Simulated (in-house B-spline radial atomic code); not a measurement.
How numerical settings move a run on Si³⁺, [Ne] 3s1. Computed with an all-electron radial atomic-structure program (B-spline basis): non-relativistic PW91, spin-polarised, spherical fractional occupations, point nucleus.

Command:
```bash
python run_scf.py task.json out
```
Settings of the sound reference run:
```
Z                14
electrons        11
configuration    [Ne] 3s1
hamiltonian      nr
method           pw91,pw91
spin_polarised   True
knot_spacing     0.22
spline_order     8
gauss_points     12
box_radius       16.22
max_iterations   70
damping          0.5
damped_steps     3
diis_vectors     10
tolerance        1e-08
start            Thomas-Fermi
```

Time taken, with all properties: 0.17 s on 1 thread of Intel(R) Xeon(R) Platinum 8488C, with other jobs on the host.

It converges in 9 iterations to -287.228260 hartree, with 3s up at -40.4149 eV. The other runs change the listed settings, some to values that make no sense; their results aren't properties of the atom or ion. Radii are in bohr (the nuclear one in fm), a minus after a letter asks for a j subshell, and «unchanged» means within 1e-8 hartree. The run stops when the residual is below 10 × tolerance × max(1, Z/10), or a noise floor if that is larger, and the energy moves by less than 1e-8 × √|E| hartree; so very loose and very tight tolerances often act alike.

| changed settings | outcome |
| --- | --- |
| box_radius = 0.65 | converged in 7 iterations, energy +1.08e+02 hartree from the reference, 3s up level +1.6e+03 eV (the program warns: 3s up has a positive eigenvalue: unbound, held by the box; 2s up has a positive eigenvalue: unbound, held by the box) |
| knot_spacing = 0.15, box_radius = 64.88, max_iterations = 50, tolerance = 0.0001 | converged in 7 iterations, energy -1.16e-06 hartree from the reference, 3s up level +6.6e-05 eV |
| box_radius = 3.24 | converged in 9 iterations, energy +8.58e-02 hartree from the reference, 3s up level +2.9e+00 eV (the program warns: 3s up reaches the box edge; 2s up reaches the box edge) |
| max_iterations = 3 | not converged after 3 iterations, last residual 5.8e-02, last energy +4.73e-02 hartree from the reference |
| max_iterations = 5 | not converged after 5 iterations, last residual 7.3e-03, last energy +8.10e-04 hartree from the reference |
| box_radius = 4.87 | converged in 9 iterations, energy +1.84e-03 hartree from the reference, 3s up level +8.2e-02 eV (the program warns: 3s up reaches the box edge) |
| max_iterations = 2, damping = 0.95 | not converged after 2 iterations, last residual 2.1e-01, last energy +6.41e-01 hartree from the reference |
| damped_steps = 30 | converged in 21 iterations, energy unchanged |
| box_radius = 1.62 | converged in 8 iterations, energy +3.26e+00 hartree from the reference, 3s up level +8.6e+01 eV (the program warns: 3s up has a positive eigenvalue: unbound, held by the box; 2s up reaches the box edge) |
| box_radius = 32.44 | converged in 9 iterations, energy +1.28e-08 hartree from the reference, 3s up level -5.4e-06 eV |
| damped_steps = 0 | converged in 7 iterations, energy unchanged |
| gauss_points = 6, max_iterations = 12 | converged in 9 iterations, energy unchanged |
| box_radius = 0.97 | converged in 8 iterations, energy +2.65e+01 hartree from the reference, 3s up level +5.0e+02 eV (the program warns: 3s up has a positive eigenvalue: unbound, held by the box; 2s up reaches the box edge) |
| max_iterations = 8 | not converged after 8 iterations, last residual 4.7e-07, last energy +3.00e-11 hartree from the reference |
| damped_steps = 1 | converged in 8 iterations, energy unchanged |

Problem. What happens with box_radius = 2.43?

Solution. Converged in 9 iterations, energy +4.87e-01 hartree from the reference, 3s up level +1.5e+01 eV (the program warns: 3s up reaches the box edge; 2s up reaches the box edge).

Problem. What happens with electrons = 12, configuration = [Ne] 3s1 4p-1, max_iterations = 50?

Solution. Stopped with error: j subshells need the Dirac Hamiltonian and l > 0.

Problem. What happens with box_radius = 64.88?

Solution. Converged in 9 iterations, energy +1.29e-08 hartree from the reference, 3s up level -5.4e-06 eV.

Problem. What happens with electrons = 14, configuration = [Ne] 3s1 4s3, max_iterations = 75?

Solution. Stopped with error: shell 4s holds at most 1 electrons (per spin).
